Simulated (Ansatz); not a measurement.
Breaking the Si3–H4 bond in H4Si2 (SMILES [SiH][SiH3]) (multiplicity 1 held, fragments rigid). Energies count from the point at 1.489 Å.
Geometry at that point (charge 0, multiplicity 1):
```xyz
6

Si    -0.00339     1.03724     0.82595
H     -0.44387     1.86151    -0.37737
Si     0.02919    -0.89104    -0.59790
H      0.97945    -0.66055    -1.72119
H     -1.32622    -1.10029    -1.17841
H      0.42941    -2.14745     0.08431
```

Restricted levels (R-, RO-) in cc, def2 and unpolarised 6-31G sets keep to the state of the molecule at rest. U- levels take the lowest unrestricted solution at each point, which mixes spins at long bonds. Curves can end on different states.

Cores are frozen in the correlated methods.

The values were computed with Ansatz (an electronic-structure program). Each number belongs to the level named beside it.

Energies in kcal/mol.

```
R (Å)  U-HF/cc-pV(D+d)Z  U-CCSD/cc-pV(D+d)Z  R-CCSDT/cc-pV(D+d)Z  R-CCSDT(Q)/cc-pV(D+d)Z
-----  ----------------  ------------------  -------------------  ----------------------
1.191              29.1                29.3                 29.4                    29.4
1.340               5.6                 5.9                  6.0                     6.0
1.489               0.0                 0.0                  0.0                     0.0
1.638               4.1                 3.5                  3.4                     3.4
1.787              13.2                11.8                 11.5                    11.4
2.011              30.6          (withheld)                 26.7                    26.7
2.234              46.5                43.8                 41.7                    41.6
2.606              59.4                65.6                 61.2                    61.0
2.979              63.8                76.3                 72.1                    71.7
3.425              65.4                79.8                 77.3                    76.7
4.021              65.9          (withheld)                 79.0                    78.5
4.766              66.1          (withheld)                 79.3                    79.1
```

**Question.** Fill in the missing entries.

**Answer.** 
- 2.011, U-CCSD/cc-pV(D+d)Z: 27.5
- 4.766, U-CCSD/cc-pV(D+d)Z: 80.8
- 4.021, U-CCSD/cc-pV(D+d)Z: 80.6

Doubts at one or more of the structures used: a spin-contaminated determinant (U-HF/cc-pV(D+d)Z, U-CCSD/cc-pV(D+d)Z); T1 above 0.05 (U-CCSD/cc-pV(D+d)Z, R-CCSDT/cc-pV(D+d)Z, R-CCSDT(Q)/cc-pV(D+d)Z); the program's own flag: large difference (U-CCSD/cc-pV(D+d)Z); a restricted determinant that unrestricted orbitals would lower (R-CCSDT/cc-pV(D+d)Z, R-CCSDT(Q)/cc-pV(D+d)Z); other coupled-cluster roots lie near (R-CCSDT/cc-pV(D+d)Z, R-CCSDT(Q)/cc-pV(D+d)Z).
